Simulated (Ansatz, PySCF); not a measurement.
Dimer: HCl (SMILES Cl) (first 2 atoms) with H2Se (SMILES [SeH2]); geometry from B3LYP-D3(BJ)/def2-TZVP.
(charge 0, multiplicity 1):
```xyz
5

Cl     0.2739    -0.6894    -0.3934
H      0.1376    -0.2267     0.8135
Se    -0.0330     0.5516     3.1973
H      1.4028     0.2964     3.3895
H     -0.3691    -0.8133     3.6307
```

Monomers are frozen at their geometry in the pair; levels with a basis set take the counterpoise correction. Rows marked so take none.

Rows in 6-31G* carry no dispersion term and start afresh at each structure (6-31G* with six Cartesian d functions); the Pople sets are all-electron and without relativity.

Run with Ansatz (an electronic-structure program) with Gaussian orbitals; PySCF for 6-31G* rows, the dispersion terms. Values without a source in brackets are computed.

One of these levels gives -2.50 kcal/mol for the interaction energy. Which?
A) HF/6-31G* (no counterpoise)
B) HF/def2-TZVPPD
C) BHLYP/def2-TZVPPD
D) BLYP-D4/def2-TZVPPD

C, BHLYP/def2-TZVPPD. The others give -1.04 (HF/6-31G* (no counterpoise)), -0.39 (HF/def2-TZVPPD), -4.12 (BLYP-D4/def2-TZVPPD)
